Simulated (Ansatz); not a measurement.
Geometry optimisation, Ansatz, RKS PBE/def2-SVP.

input.yaml

```yaml
crystal:
  periodic: [false, false, false]
  atoms:
    - { symbol: Zr, position_ang: [0.0, 0.0, 0.0] }
    - { symbol: "N", position_ang: [0.0, 0.0, 2.56] }
    - { symbol: H, position_ang: [-0.877, -0.2713, 3.09] }
    - { symbol: H, position_ang: [0.877, 0.2713, 3.09] }
    - { symbol: Cl, position_ang: [2.3764, 0.0, -0.8392] }
    - { symbol: Cl, position_ang: [-1.1869, 2.0563, -0.8392] }
    - { symbol: Cl, position_ang: [-1.1869, -2.0563, -0.8392] }
    - { symbol: Br, position_ang: [1.5658, -2.3777, 0.946] }
    - { symbol: H, position_ang: [0.7644, -1.1607, 2.2892] }
basis:
  gaussian: { orbitals: def2-SVP }
hamiltonian:
  xc: pbe
relax:
  f_tol: 0.15
  max_steps: 25
  restrain:
    - { distance: [0, 7], at: 2.7, k: 30.0 }
    - { distance: [8, 1], at: 1.06, k: 30.0 }
    - { distance: [0, 1], at: 3.41, k: 30.0 }
    - { distance: [8, 7], at: 2.75, k: 30.0 }
```

Run as:

```bash
$ ansatz run input.yaml --threads 4 --pin off --max-ram 5120MiB --backend cpu --events-out ev --progress --plain --runs-dir out
```

**Question.** Where does it end, and by what steps?

**Answer.** The run converged. The restraints hold the end off the free minimum. After 10 steps the energy has fallen by 2.721 eV (the restraints' own energy left out); Cl5 moved furthest, 1.13 Å. Parted: Zr1–N2 (2.56 → 3.39 Å). Joined: N2–H9 (1.42 → 1.05 Å).

| step | energy less start (eV) | largest force component (eV/Å) | accepted |
| --- | --- | --- | --- |
| 0 | 0.0000 | 2.368 | yes |
| 1 | -0.3417 | 4.135 | yes |
| 2 | -0.5492 | 3.356 | yes |
| 3 | -1.1616 | 2.353 | yes |
| 4 | -1.3696 | 6.290 | yes |
| 5 | -2.1094 | 2.103 | yes |
| 6 | -2.4074 | 1.142 | yes |
| 7 | -2.6104 | 0.940 | yes |
| 8 | -2.7051 | 0.905 | yes |
| 9 | -2.7172 | 1.103 | yes |
| 10 | -2.7211 | 1.071 | yes |

```xyz
9
Properties=species:S:1:pos:R:3
Zr 0.367 -0.516 -0.470
N 0.028 -0.096 2.880
H -0.880 -0.046 3.365
H 0.632 0.609 3.326
Cl 2.064 0.161 -1.909
Cl -0.778 1.497 -0.043
Cl -1.128 -1.730 -1.776
Br 1.577 -2.390 0.987
H 0.451 -1.027 3.098
```

The run took 18 s on 4 threads of Intel(R) Xeon(R) 6975P-C (Granite Rapids), with other jobs on the host, peak memory 0.27 GiB.
